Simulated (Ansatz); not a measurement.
Reaction (ligand exchange at the In–C bond): `F[CH2][In]([SH])[Cl]` + HCl → `[SH][In]([Cl])[Cl]` + fluoromethane

Isolated molecules relaxed with PBE0-D4/def2-TZVP in Ansatz; ΔE leaves out vibrations. CBS: MP2 limit from def2 TZ/QZ plus the TZ coupled-cluster correction, frozen cores. This one scheme is used for every species. Functionals use def2-TZVPP. Elements past krypton have def2 core potentials. For In outer-core shells are correlated without core-valence functions, which leaves a few kJ/mol of doubt a bond. Each species was taken in one conformer, which may not be the lowest.

```
             level  ΔE (kJ/mol)
         CAM-B3LYP       -141.7
CCSD(T)/def2-TZVPP       -137.5
```

**Question.** What does CCSD(T)/CBS give? (Estimate.)

**Answer.** Computed: -141.7 kJ/mol. The listed levels differ from it by 0.0, 4.2 kJ/mol.

Largest T1 diagnostic among the species: 0.013.

From r2SCAN to r2SCAN0 (25 % exact exchange), in def2-TZVPP and without D4, ΔE moves by −5.8 kJ/mol. In def2-TZVPP, CCSD(T) changes the Hartree–Fock value by +33.5 kJ/mol (the triples alone add +2.9 kJ/mol) and MP2 by +30.2 kJ/mol. At CCSD(T), def2-SVP lies −7.5 kJ/mol from the extrapolated value and def2-TZVPP +4.2 kJ/mol.

CCSD(T)/CBS has its own doubt, a few kJ/mol and more with outer-core shells, so smaller differences from it don't rank the levels.
